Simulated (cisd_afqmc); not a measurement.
Input (AFQMC/CISD/def2-SVPD; cisd_afqmc is a phaseless AFQMC code with CISD trial states that reads the integrals written by Ansatz):

Ansatz 0.2 input:
```python
import cisd_afqmc

open("ham.yaml", "w").write("""\
crystal:
  periodic: [false, false, false]
  atoms:
    - {symbol: Bi, position_ang: [0.00000000, 0.00000000, 0.00000000]}
basis:
  gaussian:
    orbitals: def2-SVPD
total_charge: -1
magnetization: {spin_polarized: true, initial_magnetization: 2}
correlation: {method: ccsd, electrons: outside_noble_gas, hamiltonian_folder: ham}
scf: {lower_state_search: full}
""")
rep = cisd_afqmc.ansatz("ham.yaml")
e_ccsd = rep["correlation"]["coupled_cluster"]["energy"]["hartree"]
out = cisd_afqmc.run("ham", e_ccsd, trial="CISD", walkers=200, populations=8, threads=8, dt=0.005, steps=40, early=36, settle=10, least=32,
    cut=5e-5, rank_cut=2e-4, target=0.0004, seconds=1500, seed=1, memory=12960, gpu=False)
```

Output:

```
orbitals 23, occupied [4, 2], factors 120 of 174, rank of the doubles 64 of 118
E(HF) = -213.566789
E(CCSD) on the cut factors = -213.635034, shift to the whole factors -0.000004
Energy of the trial state on the determinant = -213.635002
  tau behind 10.8 of longer steps, mean of the populations' last blocks
   2.0  -213.63644
   4.0  -213.63640
   6.0  -213.63645
   8.0  -213.63660
blocks 313 (5 outliers left out), error by blocks joined: 1: 0.00003, 2: 0.00004, 4: 0.00005, 8: 0.00006, 16: 0.00007
E(AFQMC/CISD) = -213.63659 +/- 0.00007
```

The error still grows at the longest joins of blocks, or few joins were possible, so the printed bar may be too narrow.
